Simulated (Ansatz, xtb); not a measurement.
Relative energy of two isomers of C4H6S2Si

Structure a: `[SiH3]c1ccc(S)s1`, a singlet. Structure b: `[SiH3]c1sccc1S`, a singlet. Both are isolated molecules in the gas phase, relaxed with PBE0-D3(BJ)/def2-SVP; the shapes shown needn't be the lowest conformers.

a (Å):

```xyz
13

C    -0.3336    1.1510   -2.2122
C     0.7796    1.3154   -1.4166
C     0.5098    1.2728   -0.0237
C    -0.8262    1.0736    0.2431
S    -1.6600    0.9457    1.7807
S    -1.7372    0.9406   -1.2186
Si   -0.3995    1.1464   -4.0749
H    -0.9414   -0.1443   -4.5982
H     0.9983    1.3366   -4.5628
H    -1.2645    2.2491   -4.5940
H     1.7805    1.4650   -1.8269
H     1.2678    1.3839    0.7529
H    -0.5536    1.1146    2.5341
```

b (Å):

```xyz
13

C     0.0679    1.1105   -1.9995
C     0.9233    3.0986   -0.7648
C     0.1516    2.2936    0.0301
C    -0.3426    1.1612   -0.6797
S     1.0591    2.4726   -2.3560
S    -1.3133   -0.1391    0.0386
Si   -0.3768   -0.1931   -3.2673
H    -1.8553   -0.2565   -3.4584
H     0.2656    0.2056   -4.5565
H     0.1324   -1.5355   -2.8643
H     1.4285    4.0247   -0.4918
H    -0.0594    2.4865    1.0823
H    -2.5012    0.5081    0.0141
```

Problem. Estimate which is lower in electronic energy at CCSD(T)/def2-SVP + ΔMP2/def2-TZVPP, and by roughly how much.

Solution. The CCSD(T)/def2-SVP + ΔMP2/def2-TZVPP calculation puts structure b lower, by 2.8 kcal/mol.

Level by level:

| level | geometry | E(b) − E(a) (kcal/mol) | departure from the last row (kcal/mol) | job, with rough time for the two |
| --- | --- | --- | --- | --- |
| GFN2-xTB | GFN2-xTB | −2.5 | +0.3 | optimisation, 0.37 s |
| HF/STO-3G | GFN2-xTB | +1.1 | +3.9 | single point, 1.2 s |
| r2SCAN-D4/def2-SVP | GFN2-xTB | −1.4 | +1.4 | single point, 8.1 s |
| PBE0-D3(BJ)/def2-SVP | PBE0-D3(BJ)/def2-SVP | −2.8 | 0.0 | optimisation, 2.1 min |
| HF/def2-SVP | PBE0-D3(BJ)/def2-SVP | −2.6 | +0.1 | part of the CCSD(T) run |
| MP2/def2-SVP | PBE0-D3(BJ)/def2-SVP | −3.4 | −0.6 | part of the CCSD(T) run |
| CCSD(T)/def2-SVP | PBE0-D3(BJ)/def2-SVP | −3.2 | −0.4 | single point |
| CCSD(T)/def2-SVP + ΔMP2/def2-TZVPP | PBE0-D3(BJ)/def2-SVP | −2.8 |  | single point, 91 s |

As drawn, both hold the same kinds of bond in the same numbers.

HF/STO-3G puts the two in the other order. The largest departure from CCSD(T)/def2-SVP + ΔMP2/def2-TZVPP is that of HF/STO-3G, 3.9 kcal/mol. The last row adds to CCSD(T) the change of the MP2 difference between the two basis sets, here +0.4 kcal/mol.

With thermal terms from frequencies at re-optimised GFN2-xTB minima (ideal gas, soft modes damped towards free rotors, one conformer each, 298.15 K, 1 atm): the zero-point term adds −0.1 kcal/mol; ΔH is −2.8 and ΔG −2.9 kcal/mol.

The correlated steps freeze 19 core orbitals. Codes used: Ansatz 0.2.0, xtb 6.7.1; the last row on 2 threads of Intel(R) Xeon(R) Platinum 8259CL CPU @ 2.50GHz (Skylake/Cascade Lake) on a shared host.
